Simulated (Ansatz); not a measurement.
`[NH2][Cd][SH]` and `[SH][Cd][Cl]` differ in one atom or group.

Ansatz, PBE0-D4/def2-TZVP geometries, multiplicity 1. Each molecule was computed in one conformer, which needn't be the lowest.

Elements past krypton have def2 core potentials.

| property | `[NH2][Cd][SH]` |
| --- | --- |
| size of the dipole moment (PBE/def2-TZVPP) / D | 2.16 |
| HOMO–LUMO gap (PBE0/def2-TZVPP) / eV | 6.05 |
| HOMO–LUMO gap (PBE/def2-TZVPP) / eV | 3.95 |
| HOMO energy (PBE0/def2-TZVPP) / eV | -7.04 |
| HOMO energy (B3LYP/def2-TZVPP) / eV | -6.81 |
| size of the dipole moment (B3LYP/def2-TZVPP) / D | 2.18 |

Question: Give the same properties after the change, and the shifts. (An estimate is asked.)

Answer: Computed: 
```csv
property,`[SH][Cd][Cl]`,shift
size of the dipole moment (PBE/def2-TZVPP) / D,1.43,-0.73
HOMO–LUMO gap (PBE0/def2-TZVPP) / eV,5.83,-0.22
HOMO–LUMO gap (PBE/def2-TZVPP) / eV,3.78,-0.17
HOMO energy (PBE0/def2-TZVPP) / eV,-7.60,-0.56
HOMO energy (B3LYP/def2-TZVPP) / eV,-7.35,-0.54
size of the dipole moment (B3LYP/def2-TZVPP) / D,1.45,-0.73
```

With PBE0 the HOMO falls by 0.56 eV and the LUMO falls by 0.78 eV, so the gap narrows by about 0.22 eV. PBE moves the HOMO by -0.65 eV and ωB97M-V by -0.46 eV. The zero-point energy changes by -62.5 kJ/mol with -6 modes. Dipoles are sizes alone; their direction can turn.

B3LYP here is the variant with VWN-RPA as its local correlation; programs differ in this.
